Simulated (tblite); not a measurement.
Compound: C₆H₁₁P.
Numbering: `[CH2:1]=[CH:2][C@@H:3]1[PH:4][CH2:5][C@@H:6]1[CH3:7]` (hydrogens: H8, H9 on C1; H10 on C2; H11 on C3; H12 on P4; H13, H14 on C5; H15 on C6; H16, H17, H18 on C7)

Cartesian coordinates in Å at the GFN2-xTB level; atoms count from 1:
```xyz
18
C6H11P angstrom
C      2.5664   -0.5178   -0.6791
C      1.3122   -0.7179   -0.3143
C      0.5856    0.1224    0.6696
P     -0.2173   -0.9580    2.0170
C     -1.6089   -0.5580    0.8268
C     -0.8160    0.6051    0.2153
C     -1.0099    0.8414   -1.2731
H      3.1475    0.2994   -0.2835
H      3.0653   -1.1588   -1.3856
H      0.7560   -1.5523   -0.7234
H      1.2398    0.9125    1.0459
H     -0.4826    0.1453    2.8492
H     -2.5759   -0.3191    1.2667
H     -1.7394   -1.3780    0.1182
H     -1.0522    1.5290    0.7535
H     -0.3159    1.6005   -1.6282
H     -2.0259    1.1807   -1.4672
H     -0.8376   -0.0702   -1.8395
```

Computed values, GFN2-xTB/tblite, gas phase, harmonic and unscaled. Against measured fundamentals such values can be off by several per cent, at times by over 20. Modes of hydrogen on phosphorus can be 10 to 20 % off. One conformer, not necessarily the lowest.

Harmonic wavenumbers (cm⁻¹): 68.4, 107.2, 185.7, 220.7, 254.5, 307.6, 381.5, 439.3, 527.9, 641.0, 703.6, 722.6, 760.0, 820.3, 863.3, 888.6, 916.7, 936.6, 979.9, 1004.7, 1017.5, 1053.9, 1083.9, 1131.2, 1152.5, 1183.2, 1189.5, 1243.8, 1277.3, 1306.8, 1324.8, 1409.9, 1418.3, 1449.8, 1493.9, 1497.5, 1702.8, 2211.7, 2926.2, 2946.0, 2971.3, 2993.3, 3024.4, 3031.2, 3042.9, 3047.6, 3097.3, 3125.0.

A = 2666, B = 2012, C = 1294 MHz; mass 114.060 u (most abundant isotopes); point group C1, symmetry number 1.

Problem. What is the zero-point energy?

Solution. ½Σν̃ = 33042 cm⁻¹ = 395.27 kJ/mol.

Problem. What is S at 200 K and 1 bar for an ideal gas of classical rigid rotors and harmonic oscillators?

Solution. Translation 159.63, rotation 113.13, vibration 51.09: S = 323.8 J/(mol K).

Problem. And Cp and H(200 K) − H(0)?

Solution. Cp = 97.28 J/(mol K), of which vibrations give 64.02 (their classical limit is 48 R = 399.1); H(200 K) − H(0) = 12.61 kJ/mol without the zero-point energy, 5.96 from vibrations.

Problem. Which modes carry the vibrational entropy at 200 K?

Solution. 68.4 cm⁻¹: 14.29; 107.2 cm⁻¹: 10.68; 185.7 cm⁻¹: 6.50; 220.7 cm⁻¹: 5.29; 254.5 cm⁻¹: 4.36; 307.6 cm⁻¹: 3.22 J/(mol K); the other 42 give 6.74 together.

Problem. Blend soft modes into free rotors: weight 1/[1 + (100 cm⁻¹/ν̃)⁴] for the oscillator and the rest for a rotor with moment μB/(μ + B), μ = h/(8π²ν), B = 10⁻⁴⁴ kg m². What vibrational entropy results?

Solution. 49.06 J/(mol K) in place of 51.09, which changes −T·S at 200 K by +0.41 kJ/mol.

Problem. How do the functions run with temperature in this model?

Solution. 
| T (K) | S (J/(mol K)) | Cp (J/(mol K)) | H − H(0) (kJ/mol) | G − H(0) (kJ/mol) | ln q(vib) |
| --- | --- | --- | --- | --- | --- |
| 150 | 298.5 | 79.9 | 8.19 | -36.59 | 1.69 |
| 250 | 347.6 | 116.7 | 17.95 | -68.95 | 3.47 |
| 298.15 | 369.9 | 136.8 | 24.05 | -86.23 | 4.38 |
| 400 | 416.0 | 178.3 | 40.13 | -126.26 | 6.38 |
| 600 | 501.3 | 242.8 | 82.64 | -218.12 | 10.52 |
| 900 | 612.4 | 304.5 | 165.51 | -385.67 | 16.72 |

q(vib) and H(0) count from the zero-point level.

Problem. What must be added to the electronic energy to get the Gibbs energy at 200 K and 1 bar?

Solution. ZPE + [H(200 K) − H(0)] − T·S = 395.27 + 12.61 − 64.77 = 343.11 kJ/mol.

Hindered rotation and anharmonicity are outside this model. Other conformers, if any are populated, would add a mixing term that is left out. The structure is chiral; the term R ln 2 for an equal mix with its mirror image is left out.
